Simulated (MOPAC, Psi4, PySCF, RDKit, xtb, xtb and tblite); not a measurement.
Two geometries of SMILES [SiH2]([SiH2]C=C)Cl, relaxed at GFN2-xTB with one dihedral held; other torsions can differ between them too.

Structure A

```
12

C     -1.8288    -0.8236     0.0753
C     -1.5274     0.4517    -0.1115
Si     0.2268     1.1392    -0.1971
Si     1.6612    -0.4689    -1.0453
Cl     3.4738     0.3622    -1.4302
H     -1.0642    -1.5812     0.1538
H     -2.8459    -1.1786     0.1500
H     -2.3420     1.1622    -0.1819
H      0.5942     1.5884     1.1566
H      0.1674     2.3566    -1.0224
H      1.9426    -1.5862    -0.1384
H      1.2306    -1.0721    -2.3095
```

Structure B

```
12

C     -1.8602    -0.8138     0.0769
C     -1.5351     0.4525    -0.1298
Si     0.2219     1.1330    -0.1827
Si     1.7563    -0.5649     0.1668
Cl     3.6376     0.1965     0.0824
H     -1.1099    -1.5734     0.2355
H     -2.8838    -1.1574     0.0985
H     -2.3365     1.1654    -0.2823
H      0.2991     2.2018     0.8279
H      0.3840     1.8039    -1.4838
H      1.6673    -1.2222     1.4741
H      1.7329    -1.6394    -0.8301
```

Problem. Which is lower in energy at the level DF-MP2 (frozen core)/cc-pVTZ // GFN2-xTB (Psi4), and by how much?

Solution. B is lower, by 1.49 kJ/mol (dihedral C1–C2–Si3–Si4: 30° in A, 0° in B).

E(B) − E(A) in kJ/mol at the other levels, on the same two geometries: GFN2-xTB (xtb and tblite) -1.18; MMFF94 // GFN2-xTB (RDKit) 2.62; B3LYP/def2-TZVP // GFN2-xTB (Psi4) -1.22; B3LYP-D3(BJ)/def2-TZVP // GFN2-xTB (Psi4) -1.47; PBE/def2-TZVP // GFN2-xTB (Psi4) -1.29; PBE-D3(BJ)/def2-TZVP // GFN2-xTB (Psi4) -1.41; HF/cc-pVTZ // GFN2-xTB (Psi4) -1.44; UFF // GFN2-xTB (RDKit) 1.44; PM6, restricted, heats of formation // GFN2-xTB (MOPAC) 0.25; AM1, restricted, heats of formation // GFN2-xTB (MOPAC) 0.99; GFN1-xTB // GFN2-xTB (xtb) -2.22; restricted B3LYP/6-31G*, spherical d, density fitting // GFN2-xTB (PySCF) -0.73; restricted Hartree-Fock/3-21G // GFN2-xTB (PySCF) -1.08; restricted Hartree-Fock/STO-3G // GFN2-xTB (PySCF) -0.63; restricted B3LYP/LANL2DZ, with its core potentials past Ne // GFN2-xTB (PySCF) -0.94.

MMFF94 has few fitted parameters for silicon.
